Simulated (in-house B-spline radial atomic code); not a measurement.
Configurations of Mo2+, with energies counted from [Kr] 4d4. Level of theory: scalar-relativistic (X2C) HSE06, spin-polarised, spherical fractional occupations, exact exchange averaged over the configuration, Fermi nucleus of rms radius 4.4091 fm; calculated with an all-electron radial atomic-structure program (B-spline basis). Shells without spins written out take the highest spin.

Occupations are held fixed; configurations that lie above the ionisation limit could autoionise.

```csv
configuration,E - E(ref) (eV),highest orbital,its <r> (bohr)
[Kr] 4d3 4f1,19.331,4f up,5.156
[Ar] 3d10 4s2 4p5 4d5,32.422,4d up,1.654
[Ar] 3d10 4s2 4p5 4d4 4f1,53.25,4f up,5.02
[Ar] 3d9 4s2 4p6 4d4 5p1,237.75,5p up,3.257
[Ar] 3d9 4s2 4p6 4d4 4f1,247.61,4f up,5.102
```

Task: Order these further configurations by energy, lowest first.
A. [Ar] 3d9 4s2 4p6 4d4 5f1
B. [Kr] 4d3 5s1
C. [Ar] 3d10 4s2 4p5 4d4 5f1
D. [Ar] 3d10 4s2 4p5 4d4 5p1
E. [Ar] 3d10 4s2 4p5 4d4 5s1

Result: B (4.3638 eV), E (37.939 eV), D (43.595 eV), C (55.981 eV), A (250.32 eV).

Task: How far above the reference does [Ar] 3d9 4s2 4p6 4d5 lie?

Result: 225.93 eV; its least bound orbital is 4d up with <r> = 1.598 bohr.
